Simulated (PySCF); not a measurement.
# Two-dimensional NMR puzzle

Compound of formula C$_{6}$H$_{9}$FOSi. Correlations simulated from computed shifts and the bond graph:

HSQC (one-bond C–H):
```
  δH     δC
5.88  122.6
4.07   63.5
2.76   88.9
1.32   19.4
```

COSY cross peaks (H two or three bonds apart, from the bond graph; peaks can be absent where the dihedral angle is near 90°):
```
  δH    δH
5.88  5.41
4.07  1.32
```

HMBC (two and three bonds, from the bond graph):
```
  δH                  δC
5.88         160.3, 80.7
5.41  160.3, 122.6, 63.5
4.07                19.4
2.76         160.3, 80.7
1.32                63.5
```

Carbons without hydrogens: δ 160.3, 80.7.

[PySCF: PBE0/pcSseg-1 with gauge-including orbitals; geometry from GFN2-xTB; no solvent model; non-relativistic Hamiltonian; one conformer; fast rotation and ring inversion assumed for equivalent nuclei]

δ = σ(ref) − σ, references computed at the same level: ¹H (σref 31.72), ¹³C (σref 186.93) against TMS.

Exchangeable hydrogens are left out of these lists.

Q: Which molecule is this?

A: SMILES C#C/C(F)=C/[SiH2]OCC.

Numbering as in the mapped SMILES `[CH:1]#[C:2]/[C:3]([F:4])=[CH:5]/[SiH2:6][O:7][CH2:8][CH3:9]` (H(Xn): hydrogen on atom n).

- δC 160.3 is C3, a fully substituted alkene carbon.
- δC 122.6 is C5, an alkene CH (δH 5.88).
- δC 88.9 is C1, a terminal alkyne carbon (δH 2.76).
- δC 80.7 is C2, an alkyne carbon.
- δC 63.5 is C8, an sp3 CH2 bonded to O (δH 4.07).
- δC 19.4 is C9, a methyl carbon (δH 1.32).
- HMBC from δH 5.88 reaches the proton-free carbons C3, C2.
- HMBC from δH 5.41 reaches the proton-free carbon C3.
- HMBC from δH 2.76 reaches the proton-free carbons C3, C2.
- COSY links 5.88–5.41, 4.07–1.32.

The data come from this structure; uniqueness wasn't tested.

Shifts are as computed. Against solution values, carbons near 30 ppm lie about +3 ppm off and those near 130 ppm about +5 ppm. Of 1309 compounds with measured shifts, 239 miss one by over three times the rms of a fit or turn the order of signals round; such compounds aren't used in these exercises.
